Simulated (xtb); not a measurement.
C6H15Sb, SMILES C[CH2][Sb]([CH2]C)[CH2]C. All values are semi-empirical tight-binding results from xtb (GFN2-xTB unless named), good for trends rather than for accurate numbers. The structure is a stationary point at GFN2-xTB. The isomer is the one that the SMILES or the coordinates give; other isomers of the formula were not compared. Other conformers were not sampled.

Optimised geometry:

```xyz
22

Sb     0.1083    -0.1177     0.7670
C      1.5466     1.0836    -0.4037
C      1.0017     1.7649    -1.6410
H      2.3608     0.4083    -0.6647
H      1.9470     1.8297     0.2822
H      0.1950     2.4489    -1.3859
H      0.6264     1.0407    -2.3606
H      1.7887     2.3421    -2.1279
C     -1.7081     0.2950    -0.3946
C     -2.4623     1.4989     0.1344
H     -2.3298    -0.5971    -0.3246
H     -1.4393     0.4445    -1.4375
H     -1.8462     2.3953     0.0892
H     -2.7589     1.3458     1.1707
H     -3.3625     1.6776    -0.4539
C      0.5446    -2.0269    -0.2371
C      0.4921    -1.9937    -1.7498
H     -0.1709    -2.7511     0.1508
H      1.5349    -2.3315     0.1002
H      1.2154    -1.2861    -2.1488
H     -0.4998    -1.7155    -2.0992
H      0.7272    -2.9774    -2.1576
```

For metal compounds this method's bond lengths and energies can be far off.

| Property | Value |
|---|---|
| orbital gap | 4.67 eV |
| zero-point energy | 121.1 kcal/mol |
| G − E(el) at 298.15 K (modified RRHO) | 97.3 kcal/mol |

### Question
Give the atomic charges and the Wiberg bond orders between heavy atoms. (The exact figures need the calculation; the answer reports its results.)

### Answer
charges (e) Sb1 0.23, C2 -0.11, C3 -0.09, H4 0.02, H5 0.01, H6 0.03, H7 0.03, H8 0.03, C9 -0.12, C10 -0.09, H11 0.02, H12 0.04, H13 0.03, H14 0.03, H15 0.03, C16 -0.12, C17 -0.09, H18 0.02, H19 0.02, H20 0.03, H21 0.03, H22 0.03. Bond orders Sb1–C2 0.94, C2–C3 1.04, Sb1–C9 0.95, C9–C10 1.04, Sb1–C16 0.94, C16–C17 1.03.
